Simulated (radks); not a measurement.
Q: Spin polarisation of the 5p3 shell in I2+. Start: [Kr] 4d10 5s2 5p(up 1.5, down 1.5); electrons of 5p are moved from spin down to spin up, other shells keep equal spins. Method: scalar-relativistic Kohn-Sham, PBE, spin-polarised, spherical densities, finite nucleus; Fermi nuclear charge, rms radius of each element as measured or else 0.836 A^(1/3) + 0.57 fm; computed with a radial shooting solver on a logarithmic mesh with Libxc functionals. Estimate the energy gained and the exchange splitting at a moment of 3 Bohr magnetons.

A: At moment 3 the spin-polarisation energy is -1.942 eV and the 5p exchange splitting 2.602 eV, that is 0.867 eV per Bohr magneton; E = -I m^2/4 would give I = 0.863 eV.
